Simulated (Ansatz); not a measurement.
Geometry optimisation, RKS LDA/def2-SVP (Ansatz).

The input (input.yaml):

```yaml
crystal:
  periodic: [false, false, false]
  atoms:
    - { symbol: B, position_ang: [2.59989, -0.28435, 0.14048] }
    - { symbol: C, position_ang: [1.40597, -0.38513, -0.43604] }
    - { symbol: "N", position_ang: [0.15061, 0.03518, -0.67393] }
    - { symbol: C, position_ang: [-0.85427, -0.03077, 0.36312] }
    - { symbol: H, position_ang: [0.04968, 0.83785, -1.28691] }
    - { symbol: H, position_ang: [-0.76593, 0.79209, 1.08388] }
    - { symbol: H, position_ang: [-0.74093, -0.97059, 0.9017] }
    - { symbol: H, position_ang: [-1.84502, 0.00571, -0.0923] }
basis:
  gaussian: { orbitals: def2-SVP }
hamiltonian:
  xc: lda
relax:
  f_tol: 0.02
  max_steps: 40
```

Command:

```bash
$ ansatz run input.yaml --threads 1 --pin off --max-ram 2048MiB --backend cpu --events-out ev --progress --plain --runs-dir out
```

Question: Where does it end, and by what steps?

Answer: The run converged. After 11 steps the energy has fallen by 0.510 eV; H6 moved furthest, 0.30 Å.

```csv
step,energy less start (eV),largest force component (eV/Å),accepted
0,0.0000,6.134,yes
1,-0.3755,3.033,yes
2,-0.4665,0.973,yes
3,-0.4931,0.251,yes
4,-0.5054,0.168,yes
5,-0.5048,0.179,no
6,-0.5081,0.030,yes
7,-0.5091,0.024,yes
8,-0.5093,0.038,yes
9,-0.5094,0.026,yes
10,-0.5093,0.038,no
11,-0.5095,0.009,yes
```

```xyz
8
Properties=species:S:1:pos:R:3
B 2.695 -0.479 0.032
C 1.351 -0.443 -0.525
N 0.231 0.196 -0.527
C -0.873 -0.018 0.378
H 0.072 0.964 -1.211
H -1.038 0.883 1.011
H -0.628 -0.882 1.027
H -1.811 -0.221 -0.185
```

Run time: 19 s on 1 thread of Arm Neoverse V1 (shared host), peak memory 0.13 GiB.
